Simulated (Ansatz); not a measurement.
Input file for Ansatz (a program for electronic structure): U-SVWN5/def2-TZVPP on HSi (SMILES [SiH]), 2S+1 = 4, a spin state set in the input, which need not be the lowest, at the other state's geometry.

Ansatz 0.2 input:
```yaml
crystal:
  periodic: [false, false, false]
  atoms:
    - {symbol: Si, position_ang: [-0.00000000, -0.00000000, -0.10196874]}
    - {symbol: H, position_ang: [0.00000000, 0.00000000, 1.42756238]}
basis:
  gaussian:
    orbitals: def2-TZVPP
hamiltonian:
  xc: {name: SVWN5}
magnetization: {spin_polarized: true, initial_magnetization: 3}
```

**Question.** Predict the final total energy.

**Answer.** -288.7527 hartree.
